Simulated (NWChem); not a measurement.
# CH5FSi; SMILES C[SiH2]F

```xyz
8

Si     0.4597     0.1495    -0.0001
C     -0.4677    -1.4769    -0.0006
F     -0.5895     1.3843     0.0000
H      1.3122     0.2696     1.2131
H      1.3127     0.2701    -1.2129
H     -1.1049    -1.5752    -0.8865
H      0.2407    -2.3149    -0.0020
H     -1.1033    -1.5768     0.8862
```
Atoms are numbered in this order, from 1.

Geometry: optimised at B3LYP/6-31G* (spherical d).

 Unshifted, non-relativistic core excitations; the lowest 4 roots alone, so stronger bands may lie above.

**Question.** List the first Si K-edge excitations from BHandHLYP/6-311G** (spherical d), restricted-window TDA (NWChem).

**Answer.** 
```csv
state,energy (eV),dipole oscillator strength,leading excitation (squared amplitude)
S1,1823.9,0.0057,1s of atom 1 or its equivalents → LUMO (0.87)
S2,1825.5,0.0037,1s of atom 1 or its equivalents → LUMO+1 (0.59)
S3,1826.0,0.0002,1s of atom 1 or its equivalents → LUMO+2 (0.70)
S4,1826.1,0.0070,1s of atom 1 or its equivalents → LUMO+5 (0.61)
```
